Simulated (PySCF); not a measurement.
This PySCF input asks for the NMR shieldings of SMILES C1[C@@H](C)[Al]([O][SiH3])[CH2]C1, C₅H₁₃AlOSi; the geometry comes from GFN2-xTB.

```python
import basis_set_exchange as bse
import numpy as np
from pyscf import gto, dft
from pyscf.prop import nmr

atoms = """
C    -1.384849   -1.831146   -0.713289
C    -0.931678   -0.837755    0.360123
C    -1.897762    0.350054    0.505726
C    -1.262589    1.474534    1.339282
C     0.001251    2.025829    0.657949
Al    0.729725    0.265691    0.036624
O     2.205703   -0.195353   -0.600779
Si    3.630518   -0.673972   -1.243538
H    -0.656964   -2.634123   -0.822999
H    -1.487808   -1.336053   -1.678361
H    -2.347524   -2.275811   -0.452220
H    -0.925586   -1.375182    1.319902
H    -2.130934    0.747317   -0.487116
H    -2.840748    0.040932    0.968000
H    -0.995617    1.064026    2.317586
H    -2.001625    2.264814    1.502872
H    -0.291281    2.711463   -0.145714
H     0.585765    2.622408    1.363735
H     3.513228   -0.502283   -2.691796
H     4.665247    0.186785   -0.670847
H     3.814606   -2.075232   -0.865611
"""
names = dict.fromkeys(["C", "Al", "O", "Si", "H"], "pcSseg-1")
basis = {el: gto.basis.parse(bse.get_basis(n, elements=[el], fmt="nwchem")) for el, n in names.items()}
mol = gto.M(atom=atoms, basis=basis, charge=0, verbose=0)
mf = dft.RKS(mol, xc="PBE0")
mf.grids.level = 2
mf.grids.alignment = dft.numint.BLKSIZE   # the property module wants whole blocks of grid points
mf.conv_tol = 1e-9
mf.kernel()

calc = nmr.RKS(mf)   # GIAO
C = mf.mo_coeff
Co = C[:, mf.mo_occ > 0]
resp = mf.gen_response(singlet=True, hermi=2)
def vind(x):   # induced exchange potential for any number of trial vectors
    d = np.einsum("pi,xij,qj->xpq", C, 2 * x.reshape(-1, C.shape[1], Co.shape[1]), Co, optimize=True)
    return np.einsum("xpq,pi,qj->xij", resp(d - d.transpose(0, 2, 1)), C, Co, optimize=True).ravel()
mo1, _ = nmr.rhf.solve_mo1(calc, with_cphf=vind)
sigma = calc.kernel(mo1)
for i, s in enumerate(sigma):   # ppm
    w = np.linalg.eigvalsh((s + s.T) / 2)
    print("%2d %-2s iso %8.1f  s11 %8.1f  s22 %8.1f  s33 %8.1f" % (i, mol.atom_pure_symbol(i), w.mean(), *w))
```

Question: What does it print?

Answer: 
```
 0 C  iso    167.4  s11    154.8  s22    162.1  s33    185.2
 1 C  iso    165.5  s11    142.6  s22    165.7  s33    188.2
 2 C  iso    144.7  s11    134.2  s22    143.4  s33    156.5
 3 C  iso    157.1  s11    150.9  s22    155.0  s33    165.3
 4 C  iso    177.9  s11    158.8  s22    180.0  s33    194.9
 5 Al iso    366.6  s11    323.2  s22    336.7  s33    439.9
 6 O  iso    280.7  s11    247.0  s22    256.9  s33    338.2
 7 Si iso    389.0  s11    350.7  s22    353.5  s33    463.0
 8 H  iso     30.1  s11     25.0  s22     28.5  s33     36.8
 9 H  iso     30.9  s11     27.0  s22     29.1  s33     36.5
10 H  iso     30.2  s11     25.5  s22     27.9  s33     37.3
11 H  iso     31.1  s11     26.6  s22     30.4  s33     36.4
12 H  iso     31.1  s11     27.2  s22     30.4  s33     35.7
13 H  iso     29.4  s11     24.9  s22     28.0  s33     35.2
14 H  iso     30.8  s11     26.4  s22     29.2  s33     36.9
15 H  iso     29.4  s11     23.9  s22     27.8  s33     36.3
16 H  iso     31.4  s11     27.3  s22     28.6  s33     38.4
17 H  iso     31.1  s11     26.5  s22     28.6  s33     38.4
18 H  iso     26.4  s11     22.8  s22     24.9  s33     31.4
19 H  iso     26.3  s11     22.7  s22     24.8  s33     31.5
20 H  iso     26.3  s11     22.7  s22     24.9  s33     31.3
```

These numbers come from an equivalent density-fitted implementation of the same equations, which agrees with the script to about 0.01 ppm for H and up to a few tenths of a ppm for heavy atoms, so last digits may differ.

Size and cost of the density-fitted run: 215 basis functions, 46 s wall time on 1 thread of an Arm Neoverse V1, shared host; peak memory 0.97 GiB.
